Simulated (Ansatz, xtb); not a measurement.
## Relative energy of two conformers of BCl2H3O4Si

Structure a: `OB(O)O[Si](O)(Cl)Cl`, a singlet. Structure b: `OB(O)O[Si](O)(Cl)Cl`, a singlet. Both are isolated molecules in the gas phase, relaxed with PBE0-D4/def2-SVP.

a (Å):

```yaml
atoms:
  - { symbol: B, position_ang: [0.6490, -0.1846, -0.5184] }
  - { symbol: Cl, position_ang: [-0.2774, 2.0590, 2.8079] }
  - { symbol: Cl, position_ang: [2.1226, 3.3828, 0.9599] }
  - { symbol: O, position_ang: [1.5188, -1.0961, 0.0252] }
  - { symbol: O, position_ang: [-0.0275, -0.4957, -1.6502] }
  - { symbol: O, position_ang: [0.4882, 1.0227, 0.1035] }
  - { symbol: O, position_ang: [2.2715, 0.5753, 2.0900] }
  - { symbol: Si, position_ang: [1.2010, 1.6351, 1.4670] }
  - { symbol: H, position_ang: [1.5669, -1.9135, -0.4810] }
  - { symbol: H, position_ang: [-0.6037, 0.2217, -1.9336] }
  - { symbol: H, position_ang: [2.3019, -0.2561, 1.5861] }
```

b (Å):

```yaml
atoms:
  - { symbol: B, position_ang: [0.7598, 0.1414, 1.8249] }
  - { symbol: Cl, position_ang: [1.1191, 2.9123, 4.0951] }
  - { symbol: Cl, position_ang: [1.3574, 3.9758, 0.9510] }
  - { symbol: O, position_ang: [0.8060, -0.8396, 0.8941] }
  - { symbol: O, position_ang: [-0.2070, 0.1417, 2.7801] }
  - { symbol: O, position_ang: [1.7360, 1.1173, 1.7474] }
  - { symbol: O, position_ang: [3.6583, 2.8156, 2.5826] }
  - { symbol: Si, position_ang: [2.0658, 2.6100, 2.2948] }
  - { symbol: H, position_ang: [0.0990, -1.4788, 1.0271] }
  - { symbol: H, position_ang: [-0.1274, 0.8663, 3.4122] }
  - { symbol: H, position_ang: [4.2693, 2.6206, 1.8641] }
```

Task: Estimate E(b) − E(a) at the level CCSD(T)/def2-SVP + ΔMP2/def2-TZVPP.

Result: Calculated at CCSD(T)/def2-SVP + ΔMP2/def2-TZVPP: E(b) − E(a) = +0.102 eV, so structure a lies lower.

The same difference at several levels:

```tsv
level	geometry	E(b) − E(a) (eV)	departure from the last row (eV)	job, with rough time for the two
PBE0-D4/def2-SVP	PBE0-D4/def2-SVP	+0.157	+0.054	optimisation, 99 s
HF/def2-SVP	PBE0-D4/def2-SVP	+0.145	+0.043	part of the CCSD(T) run
MP2/def2-SVP	PBE0-D4/def2-SVP	+0.171	+0.068	part of the CCSD(T) run
CCSD(T)/def2-SVP	PBE0-D4/def2-SVP	+0.170	+0.068	single point
CCSD(T)/def2-SVP + ΔMP2/def2-TZVPP	PBE0-D4/def2-SVP	+0.102		single point, 2.1 min
```

The levels shown agree on the order. The largest departure from CCSD(T)/def2-SVP + ΔMP2/def2-TZVPP is that of MP2/def2-SVP, 0.068 eV. Levels run at GFN2-xTB geometries aren't shown. The last row adds to CCSD(T) the change of the MP2 difference between the two basis sets, here −0.068 eV.

With thermal terms from frequencies at re-optimised GFN2-xTB minima (ideal gas, soft modes damped towards free rotors, one conformer each, 298.15 K, 1 atm): the zero-point term adds −0.011 eV; ΔH is +0.100 and ΔG +0.078 eV.

The correlated steps freeze 20 core orbitals. Run with Ansatz 0.2.0, xtb 6.7.1; the last row on 2 threads of Arm Neoverse V1 on a shared host.
